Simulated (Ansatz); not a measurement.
# Two structures, one formula

The two ends of one reaction step of GeNH7O, singlet (PBE0-D4/def2-TZVP).

A:

Ge1  (-0.420, -0.015, -1.317)
O2  (0.290, 1.326, 1.969)
H3  (-0.431, -0.861, -2.609)
H4  (-1.859, 0.184, -0.825)
H5  (0.290, 1.317, -1.570)
H6  (0.377, 0.503, 1.452)
N7  (0.496, -0.851, 0.069)
H8  (-0.346, 1.129, 2.658)
H9  (0.120, -1.762, 0.299)
H10  (1.482, -0.969, -0.127)
(Å)

B:

```xyz
10
angstrom
Ge -0.8819 0.7600 -0.6901
O -0.6137 0.7437 1.0875
H -1.3719 -0.6156 -1.1513
H -1.9994 1.8103 -0.9175
H 0.3966 1.2123 -1.4018
H 0.9747 -0.7919 1.0440
N 1.2793 -1.2164 0.1747
H -1.1934 1.3703 1.5237
H 1.1352 -2.2154 0.2489
H 2.2743 -1.0574 0.0818
```

Computed with Ansatz 0.2.0 (basis: def2-TZVPP); correlated methods freeze the cores. Filled d shells of the heavier atoms are correlated. The def2 sets are not built for correlating such inner shells, so the correlated values are less sure here. B3LYP uses VWN-RPA correlation.

Which structure is lower at CCSD(T), and by how much? (An estimate is asked for; the value comes from the calculation.)

By the calculation: B, by 13.0 kJ/mol (electronic energy, against the other). By their contacts, A is a complex of GeNH₅ ([NH2][GeH3]) + H₂O and B is a complex of GeH₄O ([OH][GeH3]) + NH₃.

All methods give the same order:

```json
{"method": "SPW92", "E(B) − E(A) (kJ/mol)": "-6.6"}
{"method": "PBE-D4", "E(B) − E(A) (kJ/mol)": "-10.2"}
{"method": "BLYP-D4", "E(B) − E(A) (kJ/mol)": "-14.3"}
{"method": "r2SCAN-D4", "E(B) − E(A) (kJ/mol)": "-15.3"}
{"method": "B97M-V", "E(B) − E(A) (kJ/mol)": "-22.6"}
{"method": "PBE0-D4", "E(B) − E(A) (kJ/mol)": "-10.4"}
{"method": "B3LYP-D4", "E(B) − E(A) (kJ/mol)": "-14.3"}
{"method": "r2SCAN0-D4", "E(B) − E(A) (kJ/mol)": "-14.2"}
{"method": "BHLYP-D4", "E(B) − E(A) (kJ/mol)": "-16.6"}
{"method": "CAM-B3LYP-D4", "E(B) − E(A) (kJ/mol)": "-14.8"}
{"method": "wB97X-V", "E(B) − E(A) (kJ/mol)": "-15.9"}
{"method": "wB97M-V", "E(B) − E(A) (kJ/mol)": "-16.1"}
{"method": "B2PLYP", "E(B) − E(A) (kJ/mol)": "-14.3"}
{"method": "PBE-QIDH", "E(B) − E(A) (kJ/mol)": "-11.6"}
{"method": "RPA on PBE", "E(B) − E(A) (kJ/mol)": "-13.8"}
{"method": "HF", "E(B) − E(A) (kJ/mol)": "-21.1"}
{"method": "MP2", "E(B) − E(A) (kJ/mol)": "-12.1"}
{"method": "CCSD", "E(B) − E(A) (kJ/mol)": "-13.7"}
{"method": "CCSD(T)", "E(B) − E(A) (kJ/mol)": "-13.0"}
```

The T1 diagnostic stays at or below 0.011.

Labels in which every atom is bracketed show which atoms are joined, not bond orders.

For scale, one of the runs: CCSD(T)/def2-TZVPP, 208 basis functions (an equivalent command: `ansatz run in.yaml --threads 4`). Hardware: 4 CPU threads, shared host. Wall time 78 s; peak host memory 2.9 GiB.
